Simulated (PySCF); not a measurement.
This PySCF input asks for the NMR shieldings of SMILES [Si]1(OCC)(O)SC=CS1, C4H8O2S2Si; the geometry comes from GFN2-xTB.

```python
import basis_set_exchange as bse
import numpy as np
from pyscf import gto, dft
from pyscf.prop import nmr

atoms = """
C    -2.415732    0.128259   -0.969449
C    -1.574580   -1.134657   -0.975802
O    -0.220069   -0.855941   -0.691718
Si    0.409916   -0.353503    0.691274
O    -0.549106   -0.869917    1.899495
S     0.755840    1.768181    0.826207
C     2.494119    1.656854    0.927265
C     3.166024    0.509389    0.930730
S     2.422518   -1.066390    0.834104
H    -3.440295   -0.106021   -1.243651
H    -2.403566    0.571894    0.023281
H    -2.012057    0.848986   -1.675990
H    -1.580518   -1.606156   -1.961727
H    -1.946096   -1.842525   -0.230513
H    -0.342363   -0.726744    2.821491
H     2.988993    2.610610    0.985713
H     4.239976    0.479711    0.992657
"""
names = dict.fromkeys(["C", "O", "Si", "S", "H"], "pcSseg-1")
basis = {el: gto.basis.parse(bse.get_basis(n, elements=[el], fmt="nwchem")) for el, n in names.items()}
mol = gto.M(atom=atoms, basis=basis, charge=0, verbose=0)
mf = dft.RKS(mol, xc="PBE0")
mf.grids.level = 2
mf.grids.alignment = dft.numint.BLKSIZE   # the property module wants whole blocks of grid points
mf.conv_tol = 1e-9
mf.kernel()

calc = nmr.RKS(mf)   # GIAO
C = mf.mo_coeff
Co = C[:, mf.mo_occ > 0]
resp = mf.gen_response(singlet=True, hermi=2)
def vind(x):   # induced exchange potential for any number of trial vectors
    d = np.einsum("pi,xij,qj->xpq", C, 2 * x.reshape(-1, C.shape[1], Co.shape[1]), Co, optimize=True)
    return np.einsum("xpq,pi,qj->xij", resp(d - d.transpose(0, 2, 1)), C, Co, optimize=True).ravel()
mo1, _ = nmr.rhf.solve_mo1(calc, with_cphf=vind)
sigma = calc.kernel(mo1)
for i, s in enumerate(sigma):   # ppm
    print("%2d %-2s %9.2f" % (i, mol.atom_pure_symbol(i), np.trace(s) / 3))
```

Q: Give the expected output.

A: 
```
 0 C     166.24
 1 C     122.16
 2 O     249.09
 3 Si    344.67
 4 O     247.96
 5 S     523.13
 6 C      63.70
 7 C      64.40
 8 S     529.99
 9 H      30.62
10 H      30.33
11 H      30.04
12 H      27.48
13 H      27.27
14 H      28.91
15 H      25.82
16 H      25.89
```

These numbers come from an equivalent density-fitted implementation of the same equations, which agrees with the script to about 0.01 ppm for H and up to a few tenths of a ppm for heavy atoms, so last digits may differ.

Q: Turn these shieldings into chemical shifts. Referencing at the same level of theory: ¹³C (σref 186.93), ²⁹Si (σref 349.16), ¹H (σref 31.72) vs TMS; H2O for ¹⁷O (σref 336.08); ³³S (σref 503.73) vs CS2.

A: Averaging equivalent atoms: C 6/7: 122.9; C 1: 64.8; C 0: 20.7; O 4: 88.1; O 2: 87.0; Si 3: 4.5; S 5/8: -23; H 15/16: 5.86; H 12/13: 4.34; H 14: 2.81; H 9/10/11: 1.39 ppm. Experimental scales use liquid or dissolved standards, which lie at an offset from isolated H2O (liquid H2O: subtract about 36 ppm).

Size and cost of the density-fitted run: 214 basis functions, 80 s wall time on 1 thread of an Arm Neoverse N1, shared host; peak memory 0.95 GiB.
